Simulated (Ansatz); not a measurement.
AgC, multiplicity 4 (lowest of 2S+1 = 2, 4 at CCSD(T)/def2-TZVPP on PBE0 minima; our sources give no spin for the ground state, which may be another), most abundant isotopes (106.9051 and 12.0000 u). Constants from fifth-degree fits in 1/R to seven points on the lowest solution found; no spin–orbit coupling, no relativity up to Kr; ω_e x_e and α_e move by some per cent with the fit.

Correlated levels freeze the inner cores; with def2 sets outer-core shells near the valence are correlated too. CBS(a, b) extrapolates the correlation energy as X⁻³ and adds the Hartree–Fock energy of set b.

Codes used: Ansatz (Gaussian orbitals).  In def2 rows elements past Kr take small-core potentials, without spin–orbit coupling.

| level | r_e (Å) | ω_e (cm⁻¹) | ω_e x_e (cm⁻¹) | α_e (cm⁻¹) |
|---|---|---|---|---|
| PBE/def2-TZVPP | 1.9775 | 512.6 | 4.46 | 0.00447 |
| CCSD(T)/CBS(def2-TZVPP, def2-QZVPP) | 2.0171 | 490.4 | 3.44 | 0.00373 |

### Question
Derive the rotational constants, the centrifugal constant, the fundamental, the zero-point energy and the force constant.

### Answer

μ = 10.78895 u.
- PBE/def2-TZVPP: B_e = 16.8576/(μ r_e²) = 0.39955 cm⁻¹; B₀ = B_e − α_e/2 = 0.39731 cm⁻¹; D = 4B_e³/ω_e² = 9.71e-07 cm⁻¹; fundamental ω_e − 2ω_e x_e = 504 cm⁻¹; zero-point energy ω_e/2 − ω_e x_e/4 = 255 cm⁻¹; k = μ(2πcω_e)² = 167 N/m
- CCSD(T)/CBS(def2-TZVPP, def2-QZVPP): B_e = 16.8576/(μ r_e²) = 0.38401 cm⁻¹; B₀ = B_e − α_e/2 = 0.38215 cm⁻¹; D = 4B_e³/ω_e² = 9.42e-07 cm⁻¹; fundamental ω_e − 2ω_e x_e = 484 cm⁻¹; zero-point energy ω_e/2 − ω_e x_e/4 = 244 cm⁻¹; k = μ(2πcω_e)² = 153 N/m

Ansatz is a program for electronic structure.
